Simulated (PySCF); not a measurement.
KO: frontier orbitals

CAM-B3LYP at R = 2.442 Å; PySCF, no relativity, basis sets K 3-21G, O 3-21G. State: ²Π (doublet), unpaired electrons π ↑. Only the outer orbitals are listed, counted within each symmetry.

| spin | orbital | occ. | ε (eV) | on K (%) | main shells (%) |
| --- | --- | --- | --- | --- | --- |
| α | 5σ | 1 | -39.93 | 100 | 100 K s |
| α | 6σ | 1 | -23.12 | 35 | 65 O s, 34 K p |
| α | 2π | 1 | -22.35 | 100 | 100 K p |
| α | 2π | 1 | -22.32 | 100 | 100 K p |
| α | 7σ | 1 | -21.62 | 67 | 66 K p, 33 O s |
| α | 3π | 1 | -7.67 | 2 | 98 O p |
| α | 8σ | 1 | -6.16 | 6 | 93 O p |
| α | 3π | 1 | -5.75 | 5 | 95 O p |
| α | 9σ | 0 | -1.07 | 98 | 78 K s, 20 K p |
| α | 4π | 0 | 0.28 | 99 | 99 K p |
| α | 4π | 0 | 0.30 | 98 | 98 K p |
| β | 5σ | 1 | -39.95 | 100 | 100 K s |
| β | 6σ | 1 | -22.36 | 90 | 90 K p, 9 O s |
| β | 2π | 1 | -22.35 | 100 | 100 K p |
| β | 2π | 1 | -22.33 | 100 | 100 K p |
| β | 7σ | 1 | -19.88 | 12 | 88 O s, 11 K p |
| β | 3π | 1 | -4.64 | 9 | 91 O p, 9 K p |
| β | 8σ | 1 | -4.34 | 23 | 76 O p, 20 K s |
| β | 9σ | 0 | -0.91 | 87 | 68 K s, 19 K p, 13 O p |
| β | 3π | 0 | 0.15 | 96 | 96 K p |
| β | 4π | 0 | 0.40 | 95 | 95 K p |

Task: Which are the highest filled and the lowest empty level, where do they sit, and how wide is the gap?

Result: Highest filled β 8σ at -4.34 eV (in %: 76 O p, 20 K s); lowest empty α 9σ at -1.07 eV (in %: 78 K s, 20 K p); the gap at CAM-B3LYP is 3.27 eV.

| Quantity | Value |
| --- | --- |
| bond order (Mayer) | 0.86 |
| ⟨S²⟩ | 0.831 |
| charge on K (Mulliken, basis-dependent) | 0.50 |
| charge on K (Löwdin, basis-dependent) | 0.45 |
| dipole moment (positive dipole means K(−)O(+)) | -7.13 D |

3-21G is very small, so such numbers show the basis as much as the molecule. The state was picked by a PBE0 search and need not be the measured ground state.
